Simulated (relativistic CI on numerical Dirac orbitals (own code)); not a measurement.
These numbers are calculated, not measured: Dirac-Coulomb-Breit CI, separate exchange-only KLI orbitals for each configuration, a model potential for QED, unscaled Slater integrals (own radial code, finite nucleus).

CI space (outside the closed core 1s2): 2s²2p⁶, 2s²2p⁵3s, 2s²2p⁵3p, 2s²2p⁵3d, 2s2p⁶3s, 2s2p⁶3p, 2s2p⁶3d, 2s²2p⁵4s, 2s²2p⁵4p, 2s²2p⁵4d, 2s²2p⁵4f, 2s²2p⁵5s, 2s²2p⁵5p, 2s²2p⁴3s², 2s²2p⁵5d, 2s²2p⁵5f, 2s²2p⁵5g, 2s2p⁶4s, 2s²2p⁴3s3p, 2s2p⁶4p, 2s²2p⁴3p², 2s2p⁶4d, 2s²2p⁴3s3d, 2s2p⁶4f, 2s²2p⁴3p3d, 2s2p⁵3s², 2s2p⁶5s, 2s2p⁵3s3p, 2s²2p⁴3d², 2s2p⁶5p, 2s2p⁶5d, 2s2p⁶5f, 2s2p⁶5g, 2s2p⁵3p², 2s2p⁵3s3d, 2s2p⁵3p3d. Levels of other configurations are missing.

At this charge energies of transitions that change n are usually good to better than 1 %, and those within a shell (Δn = 0) to a few per cent.

Outline of the computed level scheme of Ti XIII. Lowest level of each configuration: 2s²2p⁶ ¹S0 at 0.000 eV; 2s²2p⁵3s ³P°2 at 457.562 eV; 2s²2p⁵3p ³S1 at 480.016 eV; 2s²2p⁵3d ³P°0 at 515.647 eV; 2s2p⁶3s ³S1 at 562.518 eV; 2s2p⁶3p ³P°0 at 587.781 eV; 2s²2p⁵4s ³P°2 at 614.578 eV; 2s2p⁶3d ³D2 at 620.879 eV; 2s²2p⁵4p ³S1 at 623.823 eV.

Some strong electric-dipole decays among the lowest 45 levels: 2s²2p⁵3d ¹P°1 → 2s²2p⁶ ¹S0 (1.0e+13 s⁻¹); 2s2p⁶3p ¹P°1 → 2s²2p⁶ ¹S0 (1.5e+12 s⁻¹); 2s²2p⁵3d ³D°1 → 2s²2p⁶ ¹S0 (1.1e+12 s⁻¹); 2s²2p⁵3s ¹P°1 → 2s²2p⁶ ¹S0 (4.3e+11 s⁻¹); 2s²2p⁵3s ³P°1 → 2s²2p⁶ ¹S0 (3.4e+11 s⁻¹); 2s²2p⁵4s ¹P°1 → 2s²2p⁶ ¹S0 (1.3e+11 s⁻¹); 2s²2p⁵4s ³P°1 → 2s²2p⁶ ¹S0 (9.7e+10 s⁻¹); 2s2p⁶3p ³P°1 → 2s²2p⁶ ¹S0 (8.0e+10 s⁻¹).

LS names give the leading component of a level, which can be under half, so a name can repeat, a term be missing and a line seem to break the LS rules.
